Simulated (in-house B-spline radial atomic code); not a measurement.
Whole-atom quantities along the 49-electron series, configuration 1s2 2s2 2p6 3s2 3p6 3d10 4s2 4p6 4d10 4f5/2(3). Breit and QED terms are first order and not part of the total energy; the density at the nucleus is averaged over the nuclear charge. Computed with a radial B-spline atomic code at the basis-set limit: Dirac-Hartree-Fock, jj configuration that fills j = l - 1/2 first, finite nuclei.

```tsv
ion	Z	E/Z² (Eh)	Σ<r²> (bohr²)	n(0)/Z³ (bohr⁻³)	Lamb diamagnetic shielding (ppm)	repulsion over attraction	Breit energy (eV)	self-energy (eV)	vacuum polarisation (eV)
Gd15+	64	-2.7355	9.7127	2.2444	7475.77	0.13091	277.72	220.82	-34.515
Tb16+	65	-2.7528	9.1381	2.3366	7637.96	0.12925	292.92	233.81	-37.078
Dy17+	66	?	?	?	?	?	?	?	?
Ho18+	67	-2.7867	8.1441	2.4925	7966.2	0.12599	325.08	261.64	-42.676
Er19+	68	?	?	?	?	?	?	?	?
Tm20+	69	-2.8199	7.3137	2.6804	8300.29	0.1228	359.71	292.06	-49.014
Yb21+	70	-2.8363	6.9478	2.7696	8469.6	0.12124	377.99	308.32	-52.475
Lu22+	71	-2.8526	6.6098	2.8671	8640.54	0.11969	396.93	325.31	-56.154
Hf23+	72	-2.8687	6.2967	2.984	8813.26	0.11816	416.55	343.06	-60.077
Ta24+	73	?	?	?	?	?	?	?	?
W25+	74	-2.9007	5.7356	3.2247	9163.99	0.11517	457.9	381	-68.661
```

Q: Fill in the row of Dy17+.

A: E/Z² (Eh): -2.7698; Σ<r²> (bohr²): 8.6177; n(0)/Z³ (bohr⁻³): 2.4014; Lamb diamagnetic shielding (ppm): 7801.34; repulsion over attraction: 0.12762; Breit energy (eV): 308.69; self-energy (eV): 247.41; vacuum polarisation (eV): -39.783.

Q: Fill in the row of Er19+.

A: E/Z² (Eh): -2.8034; Σ<r²> (bohr²): 7.7111; n(0)/Z³ (bohr⁻³): 2.5787; Lamb diamagnetic shielding (ppm): 8132.47; repulsion over attraction: 0.12439; Breit energy (eV): 342.08; self-energy (eV): 276.51; vacuum polarisation (eV): -45.744.

Q: Fill in the row of Ta24+.

A: E/Z² (Eh): -2.8848; Σ<r²> (bohr²): 6.0061; n(0)/Z³ (bohr⁻³): 3.1024; Lamb diamagnetic shielding (ppm): 8987.71; repulsion over attraction: 0.11666; Breit energy (eV): 436.87; self-energy (eV): 361.62; vacuum polarisation (eV): -64.24.

Q: With what power of Z does the column «Breit energy (eV)» change over this range?

A: A fit of the logarithm of its size against log Z from Z = 64 to 74 has slope 3.44.
